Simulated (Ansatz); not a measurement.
Basis-set extrapolation for `O[SiH2][SiH](O)O` (PBE0-D4/def2-TZVP geometry, frozen core, the Gaussian-basis code of Ansatz). Multiplicity 1, RHF reference.

```json
{"": "HF", "def2-TZVPP": "-806.222339", "def2-QZVPP": "-806.252120"}
{"": "MP2 correlation", "def2-TZVPP": "-0.966421", "def2-QZVPP": "-1.045868"}
{"": "CCSD(T) correlation", "def2-TZVPP": "-1.036008", "def2-QZVPP": "not run"}
```

Energies in hartree. Use E(X) = E(∞) + A·exp(−7.88·√X) for Hartree–Fock and E(X) = E(∞) + B·X^(−2.97) for correlation, with X = 3 and 4, and add CCSD(T) minus MP2 of the smaller set to the MP2 limit.

What is the CCSD(T) energy at the basis-set limit?

HF limit: -806.252120 + (-0.029781) × 0.13774 = -806.25622. MP2 limit: -1.045868 + (-0.079447) × 0.74074 = -1.10472. Higher-order term: -1.036008 − (-0.966421) = -0.06959. Total: -807.43053 hartree, 452.1 kJ/mol below CCSD(T)/def2-TZVPP.
